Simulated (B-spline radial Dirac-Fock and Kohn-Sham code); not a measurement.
# O 2p3/2: cross section and angular parameters

System: atomic oxygen in the configuration [He] 2s2 2p4; threshold 13.16 eV (orbital energy of the model). Level of theory: Dirac-Hartree-Slater photoionisation with a Latter tail; cross sections with all multipoles, angular parameters from the dipole term and its interference with E2; a radial finite-basis atomic code.

The run's input, task.json:

```json
{"items": [{
  "Z": 8,
  "q": 0,
  "cfg": [[1, 0, 2], [2, 0, 2], [2, 1, 4]],
  "A": 16,
  "rrms": 2.6991,
  "do": "xps",
  "hv": [55.6, 58.2, 59.3, 64.0, 80, 150, 211.0, 300, 349.0, 477.0, 517.0, 621.0, 717.0, 794.0, 800, 816.0, 1000, 1030.0, 1270.0, 3110.0, 3670.0, 3760.0, 5230.0, 5410.0, 5414.7, 6000, 11000.0, 11300.0, 12000, 13600.0],
  "edges": {"K": 543.1}
}]}
```

Command: `python xray2_run.py task.json out`

For linearly polarised light dσ/dΩ = σ/(4π) [1 + β P₂(cos θ) + (δ + γ cos²θ) sin θ cos φ], with θ from the polarisation vector and φ the angle between the beam and the projection of the electron momentum on the plane normal to the polarisation.

```csv
hν (eV),σ (kb),β,γ,δ
55.6,2720,1.429,0.042,0.008
58.2,2510,1.440,0.045,0.008
59.3,2420,1.445,0.046,0.008
64,2090,1.461,0.051,0.008
80,1300,1.493,0.070,0.008
150,262,1.463,0.151,0.012
211,99.6,1.367,0.200,0.016
300,34.6,1.232,0.252,0.023
349,21.7,1.166,0.274,0.026
477,8.11,1.018,0.317,0.036
517,6.24,0.978,0.328,0.039
621,3.42,0.889,0.353,0.047
717,2.12,0.820,0.371,0.054
794,1.50,0.771,0.383,0.059
800,1.46,0.767,0.384,0.060
816,1.37,0.758,0.387,0.061
1000,0.679,0.666,0.412,0.074
1030,0.613,0.654,0.415,0.076
1270,0.293,0.568,0.441,0.091
3110,0.0107,0.287,0.597,0.179
3670,0.00564,0.239,0.628,0.201
3760,0.00512,0.232,0.632,0.205
5230,0.00139,0.151,0.675,0.254
5410,0.00121,0.144,0.679,0.260
5414.7,0.00121,0.144,0.679,0.260
6000,?,?,?,?
11000,7.01e-05,0.048,0.860,0.392
11300,6.28e-05,0.044,0.868,0.398
12000,4.91e-05,0.035,0.885,0.412
13600,2.94e-05,0.016,0.918,0.443
```

**Question.** Give the values at 6000 eV.

**Answer.** σ = 0.000802 kb, β = 0.126, γ = 0.694, δ = 0.277.

Values without a named source are computed, but for edge energies of neutral atoms, which are taken from tables.
